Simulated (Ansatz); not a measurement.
Isomers of Mg₅Zn⁻ (doublet), found by a short tight-binding search and relaxed with PBE/def2-SVPD in Ansatz.

Run but left out: HF/def2-SVPD, HF/def2-TZVPD, MP2/def2-SVPD, MP2/def2-TZVPD, CCSD/def2-SVPD, CCSD(T)/def2-SVPD (A: ⟨S²⟩ 2.07 to 2.09, where a pure state has 0.75).

Other spin states weren't relaxed.

A:

```xyz
6

Mg    0.9962   -0.6443   -0.8192
Mg   -0.2443    2.1680   -1.4241
Mg   -1.9945   -0.3897   -1.7182
Mg    0.8966   -1.0571    2.2945
Mg    1.5154    1.7550    1.1135
Zn   -1.1694   -1.8319    0.5535
```

B:

```xyz
6

Mg    0.002   -2.061    1.848
Mg    1.351    2.286   -0.799
Mg   -1.998   -1.589   -0.475
Mg   -1.163    1.002   -2.075
Mg    2.262   -0.169    0.863
Zn   -0.455    0.532    0.638
```

Problem. Estimate their order by electronic energy at ωB97X-V/def2-TZVPD, counted from the lowest.

Solution. A (0.00) < B (0.07), in eV.

Problem. Do the other levels pick the same lowest one?

Solution. Not r2SCAN/def2-TZVPD. Energies above each level's lowest (eV):

```json
{"level": "PBE/def2-TZVPD", "A": "0.00", "B": "0.02"}
{"level": "revPBE/def2-TZVPD", "A": "0.00", "B": "0.04"}
{"level": "r2SCAN/def2-TZVPD", "A": "0.01", "B": "0.00"}
{"level": "B97M-V/def2-TZVPD", "A": "0.00", "B": "0.07"}
{"level": "PBE0/def2-TZVPD", "A": "0.00", "B": "0.04"}
{"level": "ωB97X-V/def2-TZVPD", "A": "0.00", "B": "0.07"}
```
Point groups (tolerance 0.1 Å): A not assigned, B Cs. Lower isomers may exist.
